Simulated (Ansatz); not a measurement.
Relaxation of CH$_{3}$AlBrFSe (8 atoms, charge 0, multiplicity 1), to a largest force component of 0.02 eV/Å in at most 50 steps.

Theory: RKS PBE-D4/def2-SVP (Ansatz 0.2.0).

```xyz
8
Properties=species:S:1:pos:R:3:forces:R:3
F -0.962 -1.469 1.876 1.08 1.83 -1.73
Al -0.156 -0.256 0.798 -0.44 -1.26 1.55
Se 1.563 1.131 1.678 0.45 -0.76 -0.20
C -0.578 -0.093 -1.126 -1.86 -1.27 0.80
Br -1.237 1.693 -1.513 0.03 0.29 0.06
H 2.639 0.076 1.335 -0.82 0.60 0.20
H -1.446 -0.813 -1.344 0.94 0.66 -0.06
H 0.269 -0.326 -1.759 0.62 -0.10 -0.62
```

Where does it end, and by what steps?

It converged. After 20 steps the energy has fallen by 0.631 eV; H6 moved furthest, 1.32 Å. Joined: Al2–Br5.

| step | energy less start (eV) | largest force component (eV/Å) | accepted |
| --- | --- | --- | --- |
| 0 | 0.0000 | 1.860 | yes |
| 1 | -0.2878 | 1.158 | yes |
| 2 | -0.3675 | 0.726 | yes |
| 3 | -0.4106 | 0.473 | yes |
| 4 | -0.4697 | 0.400 | yes |
| 5 | -0.5077 | 0.433 | yes |
| 6 | -0.5248 | 0.334 | yes |
| 7 | -0.5355 | 0.656 | yes |
| 8 | -0.5707 | 0.268 | yes |
| 9 | -0.5915 | 0.167 | yes |
| 10 | -0.6092 | 0.175 | yes |
| 11 | -0.6166 | 0.068 | yes |
| 12 | -0.5928 | 0.905 | no |
| 13 | -0.6220 | 0.066 | yes |
| 14 | -0.6220 | 0.393 | yes |
| 15 | -0.6241 | 0.127 | yes |
| 16 | -0.6299 | 0.054 | yes |
| 17 | -0.6303 | 0.042 | yes |
| 18 | -0.6304 | 0.091 | yes |
| 19 | -0.6309 | 0.020 | yes |
| 20 | -0.6309 | 0.004 | yes |

```xyz
8
Properties=species:S:1:pos:R:3
F -0.721 -1.042 1.747
Al 0.132 -0.260 0.526
Se 2.201 0.662 1.028
C -0.599 -0.240 -1.286
Br -1.586 1.456 -0.808
H 1.998 0.328 2.462
H -1.374 -0.974 -1.574
H 0.042 0.013 -2.150
```

Whether the end is a true minimum wasn't checked by a vibrational analysis.

Time of the run: 74 s on 2 threads of Intel(R) Xeon(R) Platinum 8259CL CPU @ 2.50GHz (Skylake/Cascade Lake) (shared host), peak memory 0.21 GiB.
